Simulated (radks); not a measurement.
Effect of the nuclear size on the cadmium ion Cd2+, [Kr] 4d10. Method: Dirac Kohn-Sham, relativistic LDA (MacDonald-Vosko exchange, VWN5 correlation), spin-unpolarised, spherical densities, finite nucleus; Fermi nuclear charge, rms radius 4.6087 fm; computed with a radial shooting solver on a logarithmic mesh with Libxc functionals. The rms radius is varied about that value; shifts are against it.

rms radius (fm) = 3.8851: total energy shift (eV) -0.931; density at nucleus (e/bohr^3) 1.615e+05; 1s1/2 shift (meV) -390; 2s1/2 shift (meV) -44.0; 4s1/2 shift (meV) -1.64; 4p1/2 shift (meV) 0.051; 5s1/2 (empty) shift (meV) -0.196
rms radius (fm) = 4.3921: total energy shift (eV) -0.293; density at nucleus (e/bohr^3) 1.588e+05; 1s1/2 shift (meV) -123; 2s1/2 shift (meV) -13.8; 4s1/2 shift (meV) -0.517; 4p1/2 shift (meV) 0.016; 5s1/2 (empty) shift (meV) -0.062
rms radius (fm) = 4.6087: total energy shift (eV) 0; density at nucleus (e/bohr^3) 1.577e+05; 1s1/2 shift (meV) 0.000; 2s1/2 shift (meV) 0.000; 4s1/2 shift (meV) 0.000; 4p1/2 shift (meV) 0.000; 5s1/2 (empty) shift (meV) 0.000
rms radius (fm) = 4.8944: total energy shift (eV) 0.405; density at nucleus (e/bohr^3) 1.564e+05; 1s1/2 shift (meV) 169; 2s1/2 shift (meV) 19.1; 4s1/2 shift (meV) 0.714; 4p1/2 shift (meV) -0.022; 5s1/2 (empty) shift (meV) 0.085
rms radius (fm) = 5.489: total energy shift (eV) 1.31; density at nucleus (e/bohr^3) 1.538e+05; 1s1/2 shift (meV) 550; 2s1/2 shift (meV) 62.1; 4s1/2 shift (meV) 2.32; 4p1/2 shift (meV) -0.072; 5s1/2 (empty) shift (meV) 0.277

Slopes of the eigenvalues against <r^2> in GHz/fm^2, as finite differences over the two radii next to the reference (eigenvalue slopes, not the field-shift constants of lines): 1s1/2 15100, 2s1/2 1710, 4s1/2 63.8, 4p1/2 -1.98, 5s1/2 (empty) 7.63.
